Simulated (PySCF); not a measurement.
# How methods differ on the ionisation energy of Sb

Sb [Kr] 4d10 5s2 5p3 (4S) → Sb⁺ [Kr] 4d10 5s2 5p2 (3P), as a difference of total energies. All numbers are calculated (PySCF 2.14, the spin-free X2C one-electron Hamiltonian (Gaussian nucleus), in x2c-SVPall). Correlated levels: valence: [Kr] 4d10 frozen. The calculations carry no spin-orbit coupling.

```csv
method,ionisation energy (eV),error (eV)
UHF,8.574,-0.550
r2SCAN,9.191,+0.067
PBE,8.940,-0.184
MP2 (valence),8.859,-0.265
SCS-MP2 (valence),8.761,-0.363
CCSD (valence),8.825,-0.299
CCSD(T) (valence),8.828,-0.296
```

Reference: 9.124 eV (measured; NIST levels, between the centres of gravity of the two terms).

Errors of the correlated levels include the incompleteness of this basis and the frozen core.
